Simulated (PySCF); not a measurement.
# Two-component Hartree-Fock for Pd³⁷⁺ (palladium, charge +37)

Start: [He] 2s2 2p5; 2p1/2 filled at m_j = -1/2, +1/2; 2p3/2 filled at m_j = -1/2, +1/2, +3/2. Calculated with PySCF 2.14 in an even-tempered Gaussian basis (17 s from 17 bohr⁻², ratio 2.4; 12 p from 21 bohr⁻², ratio 2.4; 5 d from 80 bohr⁻², ratio 2.6; 4 f from 120 bohr⁻², ratio 2.6): generalised Hartree-Fock with the X2C-1e Hamiltonian and a Gaussian nucleus; one run each with spin-orbit coupling (SO) switched off, then screened by Boettger's factors.

| spinor shell | electrons | ε, spin-free (eV) | ε, screened SO (eV) | weight of nominal j (screened SO) | rms radius, screened SO (bohr) |
| --- | --- | --- | --- | --- | --- |
| 1s1/2 | 2 | -26927.0 | -26922.8 | 1.000 | 0.0365 |
| 2s1/2 | 2 | -5869.5 | -5868.3 | 1.000 | 0.145 |
| 2p1/2 | 2 | -5534.8 | -5649.2 | 0.997 | 0.125 |
| 2p3/2 | 3 | -5534.8 | -5480.8 | 0.998 | 0.130 |

| quantity | spin-free | screened SO |
| --- | --- | --- |
| E (hartree) | -3743.79318 | -3746.45690 |
| M_J | 3/2 | 3/2 |
| ⟨J²⟩ | 3.750 | 3.750 |
| ⟨L²⟩ | 2.000 | 2.003 |
| ⟨S²⟩ | 0.750 | 0.753 |

Each row is a mean over spinors that exchange with the open shell spreads, by up to 36.832 eV (2s1/2).

Breit and QED terms are absent; they matter most for the inner s and p1/2 levels.

Densities and radii are taken from the X2C orbitals without a picture-change correction, which distorts them close to the nucleus.

Without spin-orbit coupling the j labels of p, d and f shells carry no meaning; the spin-free column gives the mean over the occupied spinors of each nl shell.
